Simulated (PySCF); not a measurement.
Electronic absorption of C2H5BCl2O2S

Species: C2H5BCl2O2S.
Atom-mapped SMILES: `[CH3:1][S:2](=[O:3])(=[O:4])[CH2:5][B:6]([Cl:7])[Cl:8]` (hydrogens: H9, H10, H11 on C1; H12, H13 on C5)

The calculation used TDDFT CAM-B3LYP/def2-SVPD, vertical, gas phase, core orbitals frozen in the response in PySCF. One conformer (not necessarily the lowest) at the PBE0-D3(BJ)/def2-SVP geometry, without solvent, vibrations or thermal averaging. Torsions of this conformer, `[CH3:1][S:2](=[O:3])(=[O:4])[CH2:5][B:6]([Cl:7])[Cl:8]`: C1–S2–C5–B6 -85°, S2–C5–B6–Cl7 -106°.

List the vertical singlet excitations with oscillator strengths and describe the spectrum.

```
state  E (eV)  E (kJ/mol)  λ (nm)       f  |μ| (D)  main configurations (H = HOMO, L = LUMO)
   S1    5.82         561   213.1   0.031     1.19                    H→L (59%), H-3→L (25%)
   S2    6.02         581   205.9   0.017     0.87        H-3→L (66%), H→L (13%), H-6→L (8%)
   S3    6.13         592   202.1  0.0033     0.38       H-1→L (48%), H-2→L (22%), H→L (16%)
   S4    6.58         635   188.4   0.015     0.78     H-1→L (36%), H-2→L (33%), H-4→L (13%)
   S5    6.96         672   178.0   0.142     2.32                  H-5→L (81%), H-4→L (12%)
   S6    7.10         685   174.6   0.034     1.12     H-2→L (35%), H-4→L (34%), H-6→L (16%)
```

The lowest singlet comes at 213 nm (561 kJ/mol) in the ultraviolet; it is of moderate strength; its leading configuration is HOMO→LUMO (59%). The strongest level in the table is S5 at 6.96 eV (178 nm, f = 0.142). Löwdin shares by element: HOMO oxygen 52%, carbon 13% or more, sulfur 12% (atoms not listed hold the other 23%); LUMO boron 42%, chlorine 33%, carbon 11% or more. Weighted by f, the mean energy of these states is 6.73 eV. The listed states span 1.28 eV, and the widest gap between neighbours is 0.45 eV (S3 to S4). Of the 6 states listed, 5 reach f = 0.01 and none stays under 0.0005. Singlets were solved by full linear response.
